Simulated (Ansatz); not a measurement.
`[Cl][In]([Cl])[CH]1BO1` + CH₃OH → `C[O][In]([Cl])[Cl]` + `B1CO1` at 298.15 K and 1 bar (ligand exchange at the In–C bond).

Program: Ansatz. Geometries: PBE0-D4/def2-TZVP. ΔE: electronic, gas phase. CBS: MP2 limit from def2 TZ/QZ plus the TZ coupled-cluster correction, frozen cores. This one scheme is used for every species. def2 core potentials past Kr. For In outer-core shells are correlated without core-valence functions, which leaves a few kJ/mol of doubt a bond. Each species was taken in one conformer, which may not be the lowest.

| species | CCSD(T)/CBS energy (Eh) | H − E (kJ/mol) | S (J/(mol·K)) |
| --- | --- | --- | --- |
| `[Cl][In]([Cl])[CH]1BO1` | -1248.67600 | 113.8 | 405.2 |
| CH₃OH | -115.61712 | 146.3 | 238.2 |
| `C[O][In]([Cl])[Cl]` | -1224.50245 | 137.7 | 402.7 |
| `B1CO1` | -139.80191 | 122.0 | 247.7 |

H − E and S are ideal-gas, rigid-rotor, harmonic terms from PBE0-D4/def2-TZVP, for one conformer and one mirror image of each species. 1 Eh = 2625.50 kJ/mol, R = 8.31446 J/(mol·K).

**Question.** By hand: ΔE, ΔH, ΔS and ΔG.

**Answer.** ΔE = (-1224.50245) + (-139.80191) − (-1248.67600) − (-115.61712) = -0.01124 Eh = -29.5 kJ/mol. Δ(H − E) = 137.7 + 122.0 − 113.8 − 146.3 = -0.4, so ΔH = -29.9 kJ/mol. ΔS = 402.7 + 247.7 − 405.2 − 238.2 = 7.0 J/(mol·K). ΔG = -29.9 − 298.15 × (7.0)/1000 = -32.0 kJ/mol.

**Question.** By hand: the equilibrium constant, and the temperature at which ΔG would vanish if ΔH and ΔS stayed fixed.

**Answer.** log₁₀ K = −ΔG/(RT ln 10) = 5.6. ΔH and −TΔS have one sign here, so there is no such temperature.

The number of gas molecules stays the same, so ΔS is small and ΔH decides. A doubt of 5 kJ/mol in ΔE shifts log₁₀ K by 0.9 here. Other conformers and mirror images would add mixing entropy, several J/(mol·K) or more a flexible species. Modes under 60 cm⁻¹, often nearly free rotors, make the harmonic entropy too high. These are equilibria of isolated gas molecules and say nothing of rates. Largest T1 diagnostic: 0.016 (customary marks: 0.02 for closed shells, 0.045 for open ones).

ΔS is within the doubt of such terms, so its sign, and with it that verdict, could turn.
